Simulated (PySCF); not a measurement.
C7H12N2O.
Atom-mapped SMILES: `[CH3:1][O:2][c:3]1[cH:4][cH:5][n:6][n:7]1[CH:8]([CH3:9])[CH3:10]`

Cartesian coordinates in Å at the GFN2-xTB level; atoms count from 1:
```
atom  x, y, z in Å
C1     2.8730   -1.3711   -0.0346
O2     1.4796   -1.1594   -0.0060
C3     1.0935    0.1407   -0.0325
C4     1.7818    1.3355   -0.0844
C5     0.7691    2.3060   -0.0857
N6    -0.4250    1.7571   -0.0383
N7    -0.2240    0.4347   -0.0061
C8    -1.3301   -0.4947    0.0490
C9    -2.1973   -0.3247   -1.1960
C10   -2.1342   -0.2496    1.3234
H11    3.0132   -2.4502   -0.0075
H12    3.3158   -0.9651   -0.9494
H13    3.3592   -0.9154    0.8334
H14    2.8395    1.4945   -0.1166
H15    0.8750    3.3721   -0.1197
H16   -0.8870   -1.4959    0.0675
H17   -1.6171   -0.5223   -2.0943
H18   -2.5679    0.6960   -1.2388
H19   -3.0386   -1.0114   -1.1638
H20   -2.5033    0.7725    1.3239
H21   -2.9758   -0.9346    1.3738
H22   -1.5100   -0.3953    2.2019
```

Probes without a nucleus sit at each ring's centroid and 1 Å off its mean plane on both sides; NICS is minus the shielding there, NICSzz its component along the normal. Level: GIAO PBE0/pcSseg-1 (PySCF, non-relativistic, gas phase) on the GFN2-xTB geometry, one conformer.

Ring bond lengths (Å), with Mayer bond orders in brackets: C3–C4 1.380 (1.41), C4–C5 1.403 (1.31), C5–N6 1.315 (1.56), N6–N7 1.338 (1.16), N7–C3 1.350 (1.10).

Q: Give the NICS values of each ring in ppm.

A: 
| ring | type | NICS(0) | NICS(1), two faces | NICS(1)zz, two faces | rms pucker (Å) | centre to ring atoms, mean (Å) |
| --- | --- | --- | --- | --- | --- | --- |
| C3–C4–C5–N6–N7 | 5-membered ring with 2 N; formal bonds all aromatic | -13.5 | -10.9 / -10.9 | -26.5 / -26.5 | 0.00 | 1.15 |

Q: What can be read from them?

A: 
- C3–C4–C5–N6–N7: mean NICS(1)zz -26.5 ppm, shielded. The ring is flat and has no four-coordinate atom; by the NICS criterion it is aromatic.

Q: And the bond-length index? HOMA = 1 − mean of α(R − Ropt)² over the ring bonds, with Krygowski's 1993 parameters (CC: Ropt 1.388 Å, α 257.7 Å⁻²; CN: Ropt 1.334 Å, α 93.52 Å⁻²; NN: Ropt 1.309 Å, α 130.33 Å⁻²).

A: 
- C3–C4–C5–N6–N7: HOMA 0.95; the largest term is that of N6–N7, α(R − Ropt)² = 0.11. The geometric and the magnetic index point the same way.

Q: What is the mean of the two in-plane components of NICS at the first NICS(1) probe listed for ring C3–C4–C5–N6–N7, 1 Å off the ring?

A: The isotropic value is a third of the trace: (3 × -10.9 − (-26.5))/2 = -3.1 ppm.

Q: Give the inner angles of the rings and the Hirshfeld charges of the ring atoms.

A: 
- C3–C4–C5–N6–N7: C3 107.4° (+0.101 e), C4 103.8° (-0.139 e), C5 111.5° (-0.036 e), N6 106.1° (-0.145 e), N7 111.2° (+0.033 e); sum 540.0° against 540° for a flat convex ring.
